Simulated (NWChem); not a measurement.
System: VSCl3; SMILES [Cl][V]([Cl])([Cl])=[S]

Excerpt of the output:

```
             Northwest Computational Chemistry Package (NWChem) 7.3.0
             --------------------------------------------------------

                             Geometry "geometry" -> ""
                             -------------------------

 Output coordinates in angstroms (scale by  1.889725989 to convert to a.u.)

  No.       Tag          Charge          X              Y              Z
 ---- ---------------- ---------- -------------- -------------- --------------
    1 V                   23.0000     0.00000000     0.00000000     0.04345100
    2 S                   16.0000     0.00000000     0.00000000     2.03043700
    3 Cl                  17.0000     0.30748200     2.00573900    -0.64935100
    4 Cl                  17.0000    -1.89076200    -0.73658200    -0.64935100
    5 Cl                  17.0000     1.58327900    -1.26915700    -0.64935100

 Effective nuclear repulsion energy (a.u.)     646.5006490158

  pbe96 is a nonlocal functional; adding pw91lda local functional.
                              NWChem Property Module
                              ----------------------

  itol2e modified to match energy
  convergence criterion.

                                 NWChem DFT Module
                                 -----------------

 Summary of "ao basis" -> "ao basis" (spherical)
 ------------------------------------------------------------------------------
       Tag                 Description            Shells   Functions and Types
 ---------------- ------------------------------  ------  ---------------------
 V                           6-31g*                 12       34   5s4p2d1f
 S                           6-31g*                  8       18   4s3p1d
 Cl                          6-31g*                  8       18   4s3p1d

  itol2e modified to match energy
  convergence criterion.

            General Information
            -------------------
          SCF calculation type: DFT
          Wavefunction type:  closed shell.
          No. of atoms     :     5
          No. of electrons :    90
           Alpha electrons :    45
            Beta electrons :    45
          Charge           :     0
          Spin multiplicity:     1
          Use of symmetry is: off; symmetry adaption is: off
          Maximum number of iterations: 150
          AO basis - number of functions:   106
                     number of shells:    44
          Convergence on energy requested:  1.00D-07
          Convergence on density requested:  1.00D-05
          Convergence on gradient requested:  5.00D-04

              XC Information
              --------------
          PerdewBurkeErnzerhof Exchange Functional  1.000
            Perdew 1991 LDA Correlation Functional  1.000 local
           PerdewBurkeErnz. Correlation Functional  1.000 non-local

             Grid Information
             ----------------
          Grid used for XC integration:  fine
          Radial quadrature: Mura-Knowles
          Angular quadrature: Lebedev.
          Tag              B.-S. Rad. Rad. Pts. Rad. Cut. Ang. Pts.
          ---              ---------- --------- --------- ---------
          V                   1.35      140          10.0       974
          S                   1.00      123          10.0       770
          Cl                  1.00      123          10.0       770
          Grid pruning is: on
          Number of quadrature shells:   632
          Spatial weights used:  Erf1

      Superposition of Atomic Density Guess
      -------------------------------------

 Sum of atomic energies:       -2718.52712018

      Non-variational initial energy
      ------------------------------

 Total energy =   -2718.899195
 1-e energy   =   -5038.395379
 2-e energy   =    1672.995535
 HOMO         =      -0.351925
 LUMO         =      -0.001238

   convergence    iter        energy       DeltaE   RMS-Dens  Diis-err
 ---------------- ----- ----------------- --------- --------- ---------
 d= 0,ls=0.0,diis     1  -2720.6925504319 -3.37D+03  7.52D-02  6.01D+00
 d= 0,ls=0.5,diis     2  -2697.7847623363  2.29D+01  1.87D-02  1.45D+02
 d= 0,ls=0.5,diis     3  -2702.1320651429 -4.35D+00  4.63D-03  1.34D+02
 d= 0,ls=0.5,diis     4  -2702.6397062120 -5.08D-01  6.72D-03  1.32D+02
 d= 0,ls=0.5,diis     5  -2704.7671885086 -2.13D+00  7.88D-03  1.23D+02
 d= 0,ls=0.5,diis     6  -2706.4476815204 -1.68D+00  5.31D-03  1.16D+02
 d= 0,ls=0.5,diis     7  -2707.5756674772 -1.13D+00  2.21D-03  1.12D+02
 d= 0,ls=0.5,diis     8  -2708.1858694109 -6.10D-01  1.85D-03  1.10D+02
 d= 0,ls=0.5,diis     9  -2708.7675977062 -5.82D-01  3.04D-03  1.07D+02
 d= 0,ls=0.5,diis    10  -2709.5280244881 -7.60D-01  2.46D-03  1.04D+02
 d= 0,ls=0.5,diis    11  -2710.2801607634 -7.52D-01  1.42D-01  1.00D+02
 d= 0,ls=0.5,diis    12  -2680.9938746359  2.93D+01  1.31D-01  1.23D+02
 d= 0,ls=0.5,diis    13  -2720.9869342140 -4.00D+01  1.51D-02  5.84D+00
 d= 0,ls=0.5,diis    14  -2721.7321608172 -7.45D-01  6.22D-03  1.15D+00
 d= 0,ls=0.5,diis    15  -2721.8906295072 -1.58D-01  2.27D-03  4.35D-02
  Resetting Diis
 d= 0,ls=0.5,diis    16  -2721.8941781201 -3.55D-03  1.31D-03  8.03D-02
 d= 0,ls=0.5,diis    17  -2721.8979090011 -3.73D-03  3.21D-03  5.78D-02
 d= 0,ls=0.5,diis    18  -2721.8813252747  1.66D-02  1.08D-03  2.33D-01
 d= 0,ls=0.5,diis    19  -2721.8952054853 -1.39D-02  5.81D-04  9.14D-02
 d= 0,ls=0.5,diis    20  -2721.9014244549 -6.22D-03  2.53D-04  3.29D-02
 d= 0,ls=0.5,diis    21  -2721.9031891827 -1.76D-03  1.77D-04  1.72D-02
 d= 0,ls=0.5,diis    22  -2721.9040451646 -8.56D-04  1.33D-04  9.90D-03
 d= 0,ls=0.5,diis    23  -2721.9045148872 -4.70D-04  1.02D-04  5.93D-03
 d= 0,ls=0.5,diis    24  -2721.9047987064 -2.84D-04  7.71D-05  3.52D-03
 d= 0,ls=0.5,diis    25  -2721.9049575858 -1.59D-04  6.05D-05  2.18D-03
 d= 0,ls=0.5,diis    26  -2721.9050575834 -1.00D-04  4.84D-05  1.33D-03
 d= 0,ls=0.5,diis    27  -2721.9051213942 -6.38D-05  3.86D-05  7.89D-04
 d= 0,ls=0.5,diis    28  -2721.9051603865 -3.90D-05  3.08D-05  4.59D-04
 d= 0,ls=0.5,diis    29  -2721.9051838691 -2.35D-05  2.46D-05  2.64D-04
 d= 0,ls=0.5,diis    30  -2721.9051979664 -1.41D-05  1.89D-05  1.48D-04
 d= 0,ls=0.5,diis    31  -2721.9052056084 -7.64D-06  1.46D-05  8.79D-05
 d= 0,ls=0.5,diis    32  -2721.9052098165 -4.21D-06  1.17D-05  5.56D-05
 d= 0,ls=0.5,diis    33  -2721.9052124126 -2.60D-06  9.44D-06  3.62D-05
 d= 0,ls=0.5,diis    34  -2721.9052141056 -1.69D-06  7.76D-06  2.36D-05
 d= 0,ls=0.5,diis    35  -2721.9052152062 -1.10D-06  6.34D-06  1.55D-05
 d= 0,ls=0.5,diis    36  -2721.9052159363 -7.30D-07  5.21D-06  1.01D-05
 d= 0,ls=0.5,diis    37  -2721.9052164250 -4.89D-07  4.26D-06  6.56D-06
 d= 0,ls=0.5,diis    38  -2721.9052167448 -3.20D-07  3.51D-06  4.24D-06
 d= 0,ls=0.5,diis    39  -2721.9052169547 -2.10D-07  2.96D-06  2.76D-06
 d= 0,ls=0.5,diis    40  -2721.9052170974 -1.43D-07  2.50D-06  1.78D-06
 d= 0,ls=0.5,diis    41  -2721.9052171953 -9.79D-08  2.08D-06  1.12D-06

         Total DFT energy =    -2721.905217256035
      One electron energy =    -5039.979291082948
           Coulomb energy =     1826.327096432112
    Exchange-Corr. energy =     -154.753671621041
 Nuclear repulsion energy =      646.500649015842

 Numeric. integr. density =       89.999999992871

                       DFT Final Molecular Orbital Analysis
                       ------------------------------------

 Vector   43  Occ=2.000000D+00  E=-3.068210D-01
              MO Center=  9.1D-06,  1.1D-05, -6.4D-01, r^2= 5.3D+00
   Bfn.  Coefficient  Atom+Function         Bfn.  Coefficient  Atom+Function
  ----- ------------  ---------------      ----- ------------  ---------------
    59      0.435503  3 Cl px                78      0.410534  4 Cl py
    96     -0.343770  5 Cl py                95     -0.275570  5 Cl px
    63      0.227378  3 Cl px                82      0.214342  4 Cl py
   100     -0.179483  5 Cl py                55     -0.169563  3 Cl px
    74     -0.159841  4 Cl py                77     -0.159929  4 Cl px

 Vector   44  Occ=2.000000D+00  E=-2.770555D-01
              MO Center= -3.7D-01, -1.0D-01,  7.7D-01, r^2= 4.4D+00
   Bfn.  Coefficient  Atom+Function         Bfn.  Coefficient  Atom+Function
  ----- ------------  ---------------      ----- ------------  ---------------
    41      0.478694  2 S  px                79      0.354537  4 Cl pz
    45      0.239488  2 S  px                42      0.215544  2 S  py
    61     -0.193122  3 Cl pz                83      0.191817  4 Cl pz
    37     -0.181458  2 S  px                21     -0.177756  1 V  d  1
    77     -0.169604  4 Cl px                97     -0.161419  5 Cl pz

 Vector   45  Occ=2.000000D+00  E=-2.770553D-01
              MO Center=  3.7D-01,  1.0D-01,  7.7D-01, r^2= 4.4D+00
   Bfn.  Coefficient  Atom+Function         Bfn.  Coefficient  Atom+Function
  ----- ------------  ---------------      ----- ------------  ---------------
    42      0.478648  2 S  py                97      0.316188  5 Cl pz
    61     -0.297889  3 Cl pz                46      0.239455  2 S  py
    41     -0.215506  2 S  px                38     -0.181441  2 S  py
    19      0.177820  1 V  d -1             101      0.171069  5 Cl pz
    65     -0.161168  3 Cl pz                60     -0.157246  3 Cl py

 Vector   46  Occ=0.000000D+00  E=-1.903170D-01
              MO Center=  9.3D-02, -6.1D-02,  2.4D-02, r^2= 2.1D+00
   Bfn.  Coefficient  Atom+Function         Bfn.  Coefficient  Atom+Function
  ----- ------------  ---------------      ----- ------------  ---------------
    22      0.525450  1 V  d  2              27      0.322139  1 V  d  2
    19     -0.257881  1 V  d -1              21      0.228401  1 V  d  1
    96     -0.193615  5 Cl py                24     -0.162901  1 V  d -1
    95     -0.159404  5 Cl px                42      0.146522  2 S  py
    18      0.144567  1 V  d -2              26      0.144279  1 V  d  1

 Vector   47  Occ=0.000000D+00  E=-1.903169D-01
              MO Center= -9.3D-02,  6.0D-02,  2.4D-02, r^2= 2.1D+00
   Bfn.  Coefficient  Atom+Function         Bfn.  Coefficient  Atom+Function
  ----- ------------  ---------------      ----- ------------  ---------------
    18      0.525449  1 V  d -2              23      0.322138  1 V  d -2
    21      0.257888  1 V  d  1              19      0.228404  1 V  d -1
    59     -0.203077  3 Cl px                78      0.197000  4 Cl py
    26      0.162906  1 V  d  1              97      0.154137  5 Cl pz
    41      0.146506  2 S  px                22     -0.144567  1 V  d  2

[...]

          -----------------------
          Electric field gradient
          -----------------------

 1 a.u. = 0.324123 10**(16) esu/cm**3  ( or statvolts/cm**2 ) = 0.97174 10**(22) v/m**2

 ------------------------------------------------------------
   Atom      X         Y         Z
 ------------------------------------------------------------
    1 V    0.00000   0.00000   0.08211
 ------------------------------------------------------------

 Electric field gradient in molecular frame (a.u.)
         XX             YY             ZZ             XY             XZ             YZ
 ------------------------------------------------------------------------------------------
       -0.277018      -0.276872       0.553891      -0.000143      -0.000095       0.000032

 Principal components (a.u.) and orientation
 of principal axis w.r.t. absolute frame                      Asymmetry parameter eta
 --------------------------------------------------------------------------------------
        0.553891      -0.277105      -0.276785                       0.000579

       -0.000115       0.853071      -0.521794
        0.000039       0.521794       0.853071
        1.000000       0.000078      -0.000093

 ------------------------------------------------------------
   Atom      X         Y         Z
 ------------------------------------------------------------
    2 S    0.00000   0.00000   3.83697
 ------------------------------------------------------------

 Electric field gradient in molecular frame (a.u.)
         XX             YY             ZZ             XY             XZ             YZ
 ------------------------------------------------------------------------------------------
       -0.190344      -0.190912       0.381256       0.000588       0.000063       0.000005

 Principal components (a.u.) and orientation
 of principal axis w.r.t. absolute frame                      Asymmetry parameter eta
 --------------------------------------------------------------------------------------
        0.381256      -0.191280      -0.189975                       0.003423

        0.000109      -0.531677       0.846947
        0.000010       0.846947       0.531677
        1.000000       0.000050      -0.000098

 ------------------------------------------------------------
   Atom      X         Y         Z
 ------------------------------------------------------------
    3 Cl   0.58106   3.79030  -1.22710
 ------------------------------------------------------------

 Electric field gradient in molecular frame (a.u.)
         XX             YY             ZZ             XY             XZ             YZ
 ------------------------------------------------------------------------------------------
        0.068118      -0.552060       0.483942      -0.097451       0.111024       0.725494

 Principal components (a.u.) and orientation
 of principal axis w.r.t. absolute frame                      Asymmetry parameter eta
 --------------------------------------------------------------------------------------
       -0.944195       0.861124       0.083071                       0.824039

        0.134762       0.068996       0.988473
        0.879154       0.451849      -0.151398
       -0.457087       0.889422       0.000234

 ------------------------------------------------------------
   Atom      X         Y         Z
 ------------------------------------------------------------
    4 Cl  -3.57302  -1.39194  -1.22710
 ------------------------------------------------------------

 Electric field gradient in molecular frame (a.u.)
         XX             YY             ZZ             XY             XZ             YZ
 ------------------------------------------------------------------------------------------
       -0.481474      -0.002484       0.483959      -0.220026      -0.683697      -0.266283

 Principal components (a.u.) and orientation
 of principal axis w.r.t. absolute frame                      Asymmetry parameter eta
 --------------------------------------------------------------------------------------
       -0.944164       0.860921       0.083243                       0.823669

        0.828805      -0.425844      -0.362960
        0.322876      -0.165803       0.931805
        0.456983       0.889475      -0.000076

 ------------------------------------------------------------
   Atom      X         Y         Z
 ------------------------------------------------------------
    5 Cl   2.99196  -2.39836  -1.22710
 ------------------------------------------------------------

 Electric field gradient in molecular frame (a.u.)
         XX             YY             ZZ             XY             XZ             YZ
 ------------------------------------------------------------------------------------------
       -0.312602      -0.171246       0.483849       0.317021       0.572802      -0.459190

 Principal components (a.u.) and orientation
 of principal axis w.r.t. absolute frame                      Asymmetry parameter eta
 --------------------------------------------------------------------------------------
       -0.944150       0.861270       0.082880                       0.824435

        0.693919       0.356733       0.625475
       -0.556262      -0.285991       0.780245
       -0.457219       0.889354       0.000018
```

Level: PBE/6-31G* (spherical d). The geometry was optimised at B3LYP/6-31G* (spherical d). NWChem prints the field gradient with the sign opposite to the second derivative of the potential.

Question: Reconstruct the input file.

Answer: One answer among several that fit: the input that was run:
```
start job
memory heap 200 mb stack 900 mb global 1100 mb
geometry units angstroms noautosym nocenter noautoz
  V      0.000000     0.000000     0.043451
  S      0.000000     0.000000     2.030437
  Cl     0.307482     2.005739    -0.649351
  Cl    -1.890762    -0.736582    -0.649351
  Cl     1.583279    -1.269157    -0.649351
end
basis spherical
  * library 6-31g*
end
dft
  xc xpbe96 cpbe96
  iterations 150
end
property
  efieldgrad
end
task dft property
```
